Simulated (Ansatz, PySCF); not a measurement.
H₂MoO₂S₂, multiplicity 1. Atoms are numbered in the order given.

```xyz
7

Mo     0.0000     0.0000     0.2331
S     -1.6961     0.0000    -1.0193
S      1.6961     0.0000    -1.0193
O      0.0000     1.5108     1.2942
H      0.0000     2.4462     1.0600
O      0.0000    -1.5108     1.2942
H      0.0000    -2.4462     1.0600
```
Charge 0, spin multiplicity 1.

Geometry optimised at PBE0-D3(BJ)/def2-SVP. A frequency run showed that this geometry is not a minimum. The multiplicity is an assumed one; no other spin state was optimised. The structure was generated by enumeration; whether it is a known compound was not checked. The def2 effective core potentials stand for the cores of Mo; spin–orbit coupling is left out. Other conformers were not sampled.

Vertical ionisation energy (IE) and electron affinity (EA) in eV. Rows of orbital energies are one-electron estimates. Where ΔSCF, EOM or ADC give a negative EA the extra electron is unbound and the value depends on the basis.

```csv
level,IE,EA
"−ε(HOMO), −ε(LUMO), CAM-B3LYP/def2-TZVP (PySCF)",8.23,2.13
"−ε(HOMO), −ε(LUMO), PBE/def2-TZVP (PySCF)",___,___
"ΔSCF, PBE0/def2-SVPD (Ansatz), final states of multiplicity 2 and 2",9.02,1.65
"ΔSCF, PBE/def2-SVPD (Ansatz), final states of multiplicity 2 and 2",8.90,1.22
```

**Question.** Complete the blanks. (An estimate is asked for; the answer gives what the named calculation found.)

**Answer.** 
- −ε(HOMO), −ε(LUMO), PBE/def2-TZVP (PySCF), IE: 6.00
- −ε(HOMO), −ε(LUMO), PBE/def2-TZVP (PySCF), EA: 3.74

**Question.** What vertical singlet–triplet gap does ΔSCF give with PBE0/def2-SVPD (Ansatz, an electronic-structure program) and with PBE/def2-SVPD (Ansatz)? (The exact figures need the calculation; the answer reports its results.)

**Answer.** 1.78 and 2.08 eV (triplet above singlet where positive).
